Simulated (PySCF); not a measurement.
## Working out the ionisation energy of P²⁺

P²⁺ [Ne] 3s2 3p1 (2P) → P³⁺ [Ne] 3s2 (1S). Computed with PySCF 2.14 in x2c-TZVPPall with one added diffuse shell each of s, p, d type (6s6p4d1f, 51 functions), with scalar relativity by spin-free X2C-1e. Frozen: 1s2. Energies in hartree (1 hartree = 27.21139 eV):

```csv
part,P²⁺ (lower),P³⁺ (upper)
UHF,-340.458913,-339.371692
MP2 opposite-spin,-0.154069,-0.146238
MP2 same-spin,-0.051332,-0.048127
```

**Question.** What does Hartree-Fock give?

**Answer.** (-339.371692) − (-340.458913) = 1.087221 hartree = 29.585 eV.

**Question.** What do MP2 and SCS-MP2 (6/5 opposite-spin, 1/3 same-spin) give?

**Answer.** The opposite-spin parts differ by 0.213 eV and the same-spin parts by 0.087 eV. MP2: 29.585 + (0.213) + (0.087) = 29.885 eV. SCS-MP2: 29.585 + 1.2 × (0.213) + (0.087)/3 = 29.870 eV.

A first-order spin-orbit estimate adds 0.042 eV to MP2 (valence and next inner shell), giving 29.927 eV against 30.203 eV (measured; NIST Atomic Spectra Database, ionization energies).

What remains against the reference includes basis incompleteness, the frozen core and correlation beyond second order.
